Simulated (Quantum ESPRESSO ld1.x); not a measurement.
Task: The mean radii <r> (bohr) of the occupied orbitals of an atom or ion are listed with their occupations. Calculated with ld1.x of Quantum ESPRESSO 7.5: scalar-relativistic Kohn-Sham, revPBE, spin-unpolarised, spherical densities, point nucleus.

orbital  occ.      <r>
1s          2  0.02037
2s          2  0.08646
2p          6  0.07673
3s          2   0.2244
3p          6   0.2234
3d         10   0.2025
4s          2   0.4772
4p          6   0.4948
4d          7   0.5052

Name the element and its charge.

Result: Z = 68, erbium, charge +25: Er25+ in [Kr] 4d7. The 1s radius gives Z: for a bare nucleus <r> = (2 gamma + 1)/(2Z) with gamma = sqrt(1 - (Z/c)^2), 0.02012 bohr for Z = 68, and screening makes it slightly larger (0.02037 here). The occupations add up to 43, and the charge is Z minus that.
